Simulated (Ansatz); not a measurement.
Gas-phase electronic energies from Ansatz, PBE0-D4/def2-TZVP geometries. CBS: MP2 limit from def2 TZ/QZ plus the TZ coupled-cluster correction, frozen cores. This one scheme is used for every species. DFT in def2-TZVPP. One conformer a species, not always the lowest.

`BNC(O)F` + CH₄ → `BNC(C)F` + H₂O  (formal exchange of groups at a C–O bond)

CCSD(T)/CBS gives -16.0 kJ/mol.

Question: Another level gave -9.4 kJ/mol. Which?
A. HF/def2-TZVPP
B. CCSD(T)/def2-TZVPP
C. ωB97X-V/def2-TZVPP
D. MP2/def2-TZVPP

Answer: B. CCSD(T)/def2-TZVPP -9.4, MP2/def2-TZVPP -13.7, ωB97X-V -4.3, HF/def2-TZVPP 1.7 kJ/mol.

Largest T1 diagnostic among the species: 0.013.

In def2-TZVPP, CCSD(T) changes the Hartree–Fock value by −11.1 kJ/mol (the triples alone add +0.1 kJ/mol) and MP2 by −15.4 kJ/mol. The D4 term adds −3.2 kJ/mol with B3LYP and −1.8 kJ/mol with PBE0; it sums over pairs of atoms, weighted by their polarisabilities, and B3LYP, whose exchange is more repulsive, gets the larger term.

B3LYP here is the variant with VWN-RPA as its local correlation; programs differ in this.
